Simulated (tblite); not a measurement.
Species: C3H15N3OSi2.
Atom-mapped SMILES: `[CH3:1][Si@@:2]([NH2:3])([OH:4])[NH:5][CH2:6][CH2:7][NH:8][SiH3:9]` (hydrogens: H10, H11, H12 on C1; H13, H14 on N3; H15 on O4; H16 on N5; H17, H18 on C6; H19, H20 on C7; H21 on N8; H22, H23, H24 on Si9)

The geometry is computed with GFN2-xTB (gas phase).

Task: What internal coordinates does the optimisation give?

Result: 
| bond | length (bohr) | order |
| --- | --- | --- |
| C1–Si2 | 3.577 | single |
| Si2–N3 | 3.289 | single |
| Si2–O4 | 3.089 | single |
| Si2–N5 | 3.255 | single |
| N5–C6 | 2.718 | single |
| C6–C7 | 2.904 | single |
| C7–N8 | 2.721 | single |
| N8–Si9 | 3.240 | single |
| C1–H10, C1–H11, C1–H12 | 2.049 | single |
| N3–H13, N3–H14 | 1.905 | single |
| O4–H15 | 1.801 | single |
| N5–H16 | 1.901 | single |
| C6–H17 | 2.064 | single |
| C6–H18 | 2.080 | single |
| C7–H19 | 2.064 | single |
| C7–H20 | 2.076 | single |
| N8–H21 | 1.907 | single |
| Si9–H22, Si9–H23, Si9–H24 | 2.773 | single |

Bonds in one row agree within 0.02 bohr and their mean is given. Orders are formal, as drawn. A selection of angles:
| angle | degrees |
| --- | --- |
| C1–Si2–N3 | 117.7 |
| C1–Si2–O4 | 104.7 |
| C1–Si2–N5 | 108.0 |
| N3–Si2–O4 | 105.5 |
| N3–Si2–N5 | 109.1 |
| O4–Si2–N5 | 111.7 |
| Si2–N5–C6 | 125.4 |
| N5–C6–C7 | 113.3 |
| C6–C7–N8 | 113.6 |
| C7–N8–Si9 | 123.9 |
| H13–N3–Si2 | 116.8 |
| H14–N3–Si2 | 117.5 |
| H15–O4–Si2 | 119.9 |
| H16–N5–Si2 | 119.5 |

Dihedral angles: C1–Si2–N5–C6 173° (antiperiplanar); Si2–N5–C6–C7 -112° (anticlinal); N5–C6–C7–N8 58° (synclinal); C6–C7–N8–Si9 -96° (anticlinal); H15–O4–Si2–C1 174° (antiperiplanar).

N5 (silicon-bound nitrogen) is almost planar (angles 125.4°, 119.5° and 112.3°, sum 357.1°, 0.13 Å off the plane of its three neighbours). Si2 (oxygen-bound silicon) is distorted tetrahedral (angles from 104.7° to 117.7°). N3 (silicon-bound nitrogen) is pyramidal (angles 117.5°, 116.8° and 109.2°, sum 343.6°, 0.28 Å off the plane of its three neighbours). Si9 (SiH3 silicon) is distorted tetrahedral (angles from 103.5° to 118.7°). O4 (silanol oxygen) is bent (angle 119.9°). The N–Si distances run from 1.715 Å (N8–Si9, drawn single) to 1.741 Å (Si2–N3, drawn single), a spread of 0.026 Å. Of the pairs four or more bonds apart, Si9···H14 is among the closest relative to their van der Waals radii: 2.99 Å, 90 % of the sum of Bondi's values.

Point group: C1 (no symmetry element, even within 0.4 Å). Its GFN2-xTB frequencies are all real (lowest 35 cm⁻¹). The numbers are those of one conformer (C1–Si2–N3–H 73° and -60°, C1–Si2–O4–H 174°, C1–Si2–N5–C6 173°, Si2–N5–C6–C7 -112°, N5–C6–C7–N8 58°). 3 starts were optimised and ended at 0.00, 0.28 and 3.66 kcal/mol (GFN2-xTB); the lowest of these is shown.
